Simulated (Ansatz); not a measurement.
Abridged output of a molecular run in Ansatz:

```
Functional definition: HF
906 factors; integrals over basis functions are off by at most 1.1e-3 eV
mean field evaluation 1: about -10211.6465 eV, gradient 3.1e1 eV
mean field evaluation 2: about -10211.6525 eV, gradient 3.1e1 eV
mean field evaluation 4: about -10214.4891 eV, gradient 4.0e0 eV
mean field evaluation 8: about -10214.5595 eV, gradient 1.8e-1 eV
mean field evaluation 16: about -10214.5434 eV, gradient 1.6e0 eV
mean field -10214.55972431 eV, -375.3781461911 hartree, gradient 2.0e-6 eV, S^2 0.000000; 0 other end points of the search recorded, 0 dependent functions left out; unrestricted orbitals would lower it
8 core orbitals not correlated: weight in the atoms' cores, before any rotation towards them, 1.000 or more for the frozen orbitals, at most 0.000 for the correlated occupied ones
reference -10214.55972431 eV, -375.3781461911 hartree; 11, 11 occupied and 71, 71 virtual orbitals, 906 factors
second order -13.71735511 eV of doubles, -0.00000000 eV of singles
cycle   1  -14.40458310 eV  change   -6.9e-1 eV  update   9.3e-2
cycle   2  -14.86521299 eV  change   -4.6e-1 eV  update   3.0e-2
cycle   3  -14.96438536 eV  change   -9.9e-2 eV  update   1.4e-2
cycle   4  -14.96226183 eV  change    2.1e-3 eV  update   3.9e-3
cycle   5  -14.96295768 eV  change   -7.0e-4 eV  update   1.7e-3
cycle   6  -14.96318149 eV  change   -2.2e-4 eV  update   4.5e-4
cycle   7  -14.96298631 eV  change    2.0e-4 eV  update   2.0e-4
cycle   8  -14.96298502 eV  change    1.3e-6 eV  update   7.1e-5
cycle   9  -14.96298885 eV  change   -3.8e-6 eV  update   2.6e-5
perturbative correction -0.49843281 eV, -0.0183170681 hartree
Total energy: -10230.02114597 eV, -375.9463429572 hartree
```

Its atoms:

Cartesian coordinates in Å:
```
C 1.4576 -0.1736 -0.2702
C -0.0232 -0.3718 -0.1537
N -0.5083 -1.4843 -0.5569
Al -1.2780 0.9781 0.5850
H 1.6813 0.7020 -0.8884
H 1.9316 -1.0555 -0.7067
H 1.8975 0.0260 0.7124
H -1.5235 -1.5180 -0.4342
H -2.7900 0.4913 0.5825
H -0.8450 2.4058 1.1302
```

Which basis set was used?
A. cc-pV(Q+d)Z
B. def2-QZVPP
C. def2-TZVPP
D. def2-SVP

D. It gives 90 functions.

Write the keys of the input that set method, charge and spin (a neutral closed shell needs none for the last two).


```yaml
correlation: {method: ccsd_t}
```
